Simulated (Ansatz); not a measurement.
F2Ga, SMILES `[F][Ga][F]` radical, relaxed with UKS PBE-D4/def2-SVP in the Gaussian-basis code of Ansatz from a rough embedded geometry. The force threshold is 0.03 eV/Å; the program also tests the step.

Total charge 0; spin multiplicity 2.

Start:

```xyz
3

F    -0.721   -1.190   -0.387
Ga    0.365   -0.108   -0.175
F     0.356    1.297    0.562
```

| step | energy (eV) | largest force (eV/Å) | largest move (Å) |
| --- | --- | --- | --- |
| 1 | -57787.2283 | 9.205 | 0.000 |
| 2 | -57788.4588 | 3.759 | 0.083 |
| 3 | -57788.8580 | 1.285 | 0.131 |
| 4 | -57788.8763 | 0.640 | 0.119 |
| 5 | -57788.9214 | 0.016 | 0.092 |

End:

```xyz
3

F    -0.847   -1.243   -0.374
Ga    0.545   -0.142   -0.252
F     0.301    1.385    0.626
```

Run time 12 s (2 threads of a server CPU on a shared host); peak host memory 0.28 GiB.
